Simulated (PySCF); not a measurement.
Match the calculated data to a structure.

All candidates are C4H6N2OS.

| technique | computed result |
| --- | --- |
| UV, first state | lowest singlet excitation: 4.28 eV (290 nm, f = 0.002) [TDDFT CAM-B3LYP/def2-SVPD] |
| Triplet | lowest triplet excitation (Tamm–Dancoff): 3.49 eV [TDA CAM-B3LYP/def2-SVPD] |
| Dipole | 4.62 D [CAM-B3LYP/def2-SVPD] |
| Polarisability | 82.7 au [CAM-B3LYP/def2-SVPD] |
| Rotational structure | rotational constants A, B, C: 2.491, 1.866, 1.081 GHz [GFN2-xTB] |
| 13C NMR | chemical shifts (computed TMS as zero) by class: 185.0 (1 C), 139.4 (1 C), 64.9 (1 C), 12.5 (1 C) ppm [GIAO PBE0/pcSseg-1] |
| UV, strongest line | among the 8 lowest singlet transitions: S2 at 5.16 eV (240 nm, f = 0.070) [TDDFT CAM-B3LYP/def2-SVPD] |
| 1H NMR | chemical shifts (computed TMS as zero) by class: 4.12 (3 H), 2.73 (3 H) ppm [GIAO PBE0/pcSseg-1] |
| NMR, other nuclei | isotropic shieldings of nuclei other than C and H, by class: -215 (1 N), -140 (1 N), 222 (1 O), 48 (1 S) ppm [GIAO PBE0/pcSseg-1] |

Electronic properties: PySCF, gas phase, density fitting. Levels stand in brackets. Isolated species at its GFN2-xTB geometry (one conformer only). GFN2-xTB frequencies show an imaginary mode (33i cm⁻¹), so this geometry is no minimum at that level. Each NMR value is the plain mean over a class of atoms that symmetry, rotation or inversion makes alike.

Question: Which candidate is it?
A. `CCOc1ncsn1`
B. `COCc1cnsn1`
C. `COc1snnc1C`
D. `CSc1nnc(C)o1`

Answer: C. It is `COc1snnc1C`. Numbering: `[CH3:1][O:2][c:3]1[s:4][n:5][n:6][c:7]1[CH3:8]`. Its formula, C4H6N2OS, gives 3 degrees of unsaturation: 1 ring and 2 π bonds in the structure found (Kekulé form). 4 carbons fall into 4 classes; from least to most shielded: aromatic carbon bearing oxygen [C3] (185.0 ppm), substituted aromatic carbon [C7] (139.4 ppm), methoxy carbon [C1] (64.9 ppm), benzylic-type carbon [C8] (12.5 ppm). Hydrogen classes from least to most shielded: 3 H on a methoxy carbon, C1 (4.12 ppm, a mean of values up to 0.8 ppm apart in this geometry), 3 H on a benzylic-type carbon, C8 (2.73 ppm). The other shieldings belong to: -215 ppm, pyridine-type nitrogen [N6]; -140 ppm, pyridine-type nitrogen [N5]; 222 ppm, aryl ether oxygen [O2]; 48 ppm, ring sulfur [S4]. By its constants the optimised geometry is an asymmetric top.

The others, at the same levels:
- `COCc1cnsn1` fails: its computed 13C shifts are 166.4 (1 C), 151.8 (1 C), 76.2 (1 C), 61.8 (1 C) ppm, 1H shifts are 8.68 (1 H), 5.04 (2 H), 3.83 (3 H) ppm and rotational constant A is 6.659 GHz (against 2.491 GHz).
- `CCOc1ncsn1` fails: its computed 13C shifts are 179.2 (1 C), 178.1 (1 C), 68.2 (1 C), 15.0 (1 C) ppm, 1H shifts are 9.27 (1 H), 4.78 (2 H), 1.57 (3 H) ppm and rotational constant A is 4.188 GHz (against 2.491 GHz).
- `CSc1nnc(C)o1` fails: its computed 13C shifts are 174.0 (1 C), 170.4 (1 C), 20.4 (1 C), 13.6 (1 C) ppm, 1H shifts are 2.75 (3 H), 2.59 (3 H) ppm and rotational constant A is 5.548 GHz (against 2.491 GHz).

Each candidate is one conformer, not necessarily the lowest. Dipoles, sizes and rotational constants follow the conformer. The torsions of the flexible species, by atom-mapped SMILES:
- `[CH3:1][O:2][c:3]1[s:4][n:5][n:6][c:7]1[CH3:8]`: C1–O2–C3–S4 0°
- `[CH3:1][O:2][CH2:3][c:4]1[cH:5][n:6][s:7][n:8]1`: C1–O2–C3–C4 180°, O2–C3–C4–C5 0°
- `[CH3:1][CH2:2][O:3][c:4]1[n:5][cH:6][s:7][n:8]1`: C1–C2–O3–C4 -76°, C2–O3–C4–N5 179°
- `[CH3:1][S:2][c:3]1[n:4][n:5][c:6]([CH3:7])[o:8]1`: C1–S2–C3–N4 0°
